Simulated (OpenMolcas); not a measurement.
**Fe3+ in a ligand field**

Fe3+ with 6 ligands (chloride) in trigonal antiprismatic coordination (D3d) at 2.41 Å, a polar angle of 50.4° against the regular 54.74°. A charge of +0.5 e stands 2.4 Å behind each ligand. Ligand basis ANO-RCC-VDZP.
```
Fe    0.0000    0.0000    0.0000
Cl    0.0000    1.8558    1.5376
Cl   -1.6072   -0.9279    1.5376
Cl    1.6072   -0.9279    1.5376
Cl    0.0000   -1.8558   -1.5376
Cl    1.6072    0.9279   -1.5376
Cl   -1.6072    0.9279   -1.5376
```

| Item | Value |
| --- | --- |
| Program | OpenMolcas 26.06 |
| Method | CASSCF |
| Basis | ANO-RCC-VTZP [6s5p3d2f1g] |
| Scalar Hamiltonian | DKH2, point nucleus |
| Active space | 5 electrons in 5 orbitals (3d) |
| State averaging | 2S+1 = 6 even, 1 root; 2S+1 = 4 even, 24 roots; 2S+1 = 2 even, 75 roots |
| Spin-orbit coupling | state interaction with AMFI integrals over the reference wave functions |

The lowest spin-free states (labels of D3, the rotations of D3d), above the lowest:

```json
{"State": "6A1", "Degeneracy": "1", "E (cm-1)": "0.0"}
{"State": "4E", "Degeneracy": "2", "E (cm-1)": "28326"}
{"State": "4A2", "Degeneracy": "1", "E (cm-1)": "28475"}
{"State": "4A1", "Degeneracy": "1", "E (cm-1)": "32398"}
{"State": "4E", "Degeneracy": "2", "E (cm-1)": "32863"}
{"State": "4A1", "Degeneracy": "1", "E (cm-1)": "33358"}
{"State": "4E", "Degeneracy": "2", "E (cm-1)": "33661"}
{"State": "2E", "Degeneracy": "2", "E (cm-1)": "39708"}
{"State": "2A1", "Degeneracy": "1", "E (cm-1)": "40223"}
{"State": "4E", "Degeneracy": "2", "E (cm-1)": "40479"}
{"State": "4A1", "Degeneracy": "1", "E (cm-1)": "40965"}
{"State": "4E", "Degeneracy": "2", "E (cm-1)": "41569"}
{"State": "2E", "Degeneracy": "2", "E (cm-1)": "43437"}
{"State": "2A2", "Degeneracy": "1", "E (cm-1)": "43510"}
{"State": "4A2", "Degeneracy": "1", "E (cm-1)": "43962"}
{"State": "2A2", "Degeneracy": "1", "E (cm-1)": "44176"}
{"State": "4E", "Degeneracy": "2", "E (cm-1)": "44668"}
{"State": "2A1", "Degeneracy": "1", "E (cm-1)": "45324"}
{"State": "2E", "Degeneracy": "2", "E (cm-1)": "45719"}
{"State": "2E", "Degeneracy": "2", "E (cm-1)": "47064"}
```

The lowest levels with spin-orbit coupling:

```json
{"E (cm-1)": "0.0", "Degeneracy": "4", "Label": "", "2S+1": "6", "g": ""}
{"E (cm-1)": "0.1", "Degeneracy": "2", "Label": "E1/2", "2S+1": "6", "g": "0.00 0.00 10.01"}
{"E (cm-1)": "28240", "Degeneracy": "2", "Label": "E1/2", "2S+1": "4", "g": "0.04 0.04 7.30"}
{"E (cm-1)": "28287", "Degeneracy": "2", "Label": "E3/2", "2S+1": "4", "g": "0.00 0.00 3.49"}
{"E (cm-1)": "28320", "Degeneracy": "2", "Label": "E1/2", "2S+1": "4", "g": "0.03 2.59 2.59"}
{"E (cm-1)": "28373", "Degeneracy": "2", "Label": "E1/2", "2S+1": "4", "g": "2.10 2.10 3.78"}
{"E (cm-1)": "28475", "Degeneracy": "2", "Label": "E3/2", "2S+1": "4", "g": "0.00 0.00 6.06"}
{"E (cm-1)": "28501", "Degeneracy": "2", "Label": "E1/2", "2S+1": "4", "g": "2.22 3.45 3.45"}
{"E (cm-1)": "32374", "Degeneracy": "2", "Label": "E1/2", "2S+1": "4", "g": "1.95 3.34 3.34"}
{"E (cm-1)": "32386", "Degeneracy": "2", "Label": "E3/2", "2S+1": "4", "g": "0.00 0.00 5.84"}
{"E (cm-1)": "32790", "Degeneracy": "2", "Label": "E1/2", "2S+1": "4", "g": "1.34 1.34 2.38"}
{"E (cm-1)": "32840", "Degeneracy": "2", "Label": "E1/2", "2S+1": "4", "g": "1.54 2.01 2.01"}
{"E (cm-1)": "32885", "Degeneracy": "2", "Label": "E3/2", "2S+1": "4", "g": "0.00 0.00 5.91"}
{"E (cm-1)": "32927", "Degeneracy": "2", "Label": "E1/2", "2S+1": "4", "g": "0.00 0.00 10.03"}
{"E (cm-1)": "33355", "Degeneracy": "2", "Label": "E1/2", "2S+1": "4", "g": "1.98 4.08 4.08"}
{"E (cm-1)": "33356", "Degeneracy": "2", "Label": "E3/2", "2S+1": "4", "g": "0.00 0.00 5.96"}
{"E (cm-1)": "33659", "Degeneracy": "2", "Label": "E1/2", "2S+1": "4", "g": "1.49 1.49 3.09"}
{"E (cm-1)": "33664", "Degeneracy": "2", "Label": "E1/2", "2S+1": "4", "g": "0.70 0.70 2.34"}
{"E (cm-1)": "33666", "Degeneracy": "2", "Label": "E3/2", "2S+1": "4", "g": "0.00 0.00 1.78"}
{"E (cm-1)": "33674", "Degeneracy": "2", "Label": "E1/2", "2S+1": "4", "g": "0.85 2.05 2.05"}
```

Powder χT (cm3 K/mol): 4.39 at 2 K, 4.39 at 10 K, 4.39 at 50 K, 4.39 at 100 K, 4.39 at 200 K, 4.39 at 300 K. The effective moment at 300 K is 2.828 √(χT) = 5.92 μB.

The lowest level has 2S+1 = 6, for which the spin-only value is χT = S(S+1) / 2 = 4.375 cm3 K/mol (g = 2). The computed 4.385 at 300 K differs by +0.010, little more than the free-electron g of 2.0023 accounts for.

Metal share of the active 3d orbitals (Löwdin): 91, 91, 99, 99, 99 %; Mulliken charge of the metal 1.33.

Without dynamic correlation the repulsion within the d shell is too large (B by tens of per cent), so at a given field states of lower spin stand too high. Ligand-to-metal charge-transfer states are missing. With no ligand orbital active B as a rule stays too high, so bands that hang on it stand too high and its fall with covalency is understated. With metal d orbitals alone and no dynamic correlation the field as a rule comes out too small, by tens of per cent, by up to half for chloride and softer ligands. No measured value stands beside these numbers; the geometry is a model, was not optimised and need not be the one that this ion takes.

The RASSCF and RASSI steps took 66 s on 1 thread of Arm Neoverse V2 (shared host); the integral step is not counted.
